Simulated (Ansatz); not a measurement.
The cluster Re₂O₆⁻. The state is a doublet with charge -1. Geometry PBE-D4/def2-SVPD, basis def2-TZVPD, Ansatz.

```xyz
8

Re    0.7213    0.9055    0.1148
Re   -1.0857   -0.9400   -0.5828
O     0.5249   -0.1269   -1.4454
O     2.2800    0.7037    1.2649
O    -0.0399    2.4376   -0.0718
O     1.1462   -0.0805    1.7745
O    -0.9323   -2.5118    0.1217
O    -2.6145   -0.3875   -1.1760
```

```json
{"run": "A", "HOMO (eV)": "-0.71", "LUMO (eV)": "-0.06"}
{"run": "B", "HOMO (eV)": "-0.95", "LUMO (eV)": "0.14"}
{"run": "C", "HOMO (eV)": "-2.00", "LUMO (eV)": "0.71"}
{"run": "D", "HOMO (eV)": "-1.82", "LUMO (eV)": "0.36"}
```

In the def2 sets Re takes a core potential; there is no spin–orbit coupling. B3LYP takes the VWN-RPA correlation. The structure holds one bond between oxygen atoms, so isomers without such links may lie far lower. No other spin state of charge -1 was run. Another isomer (doublet) lies 0.13 eV lower at PBE0-D4/def2-TZVPD; other spin states weren't run for this one.

HOMO and LUMO are taken over both spins.

Q: The runs used B3LYP, PBE, PBE0, r2SCAN. Estimate which is which.

A: A PBE (0 % exact exchange); B r2SCAN (0 % exact exchange); C PBE0 (25 % exact exchange); D B3LYP (20 % exact exchange). Exact exchange lowers occupied and raises empty levels; among semilocal functionals meta-GGAs tend to open the gap a little, and such runs are hard to tell apart. The gap grows from 0.65 eV (PBE) to 2.71 eV (PBE0).
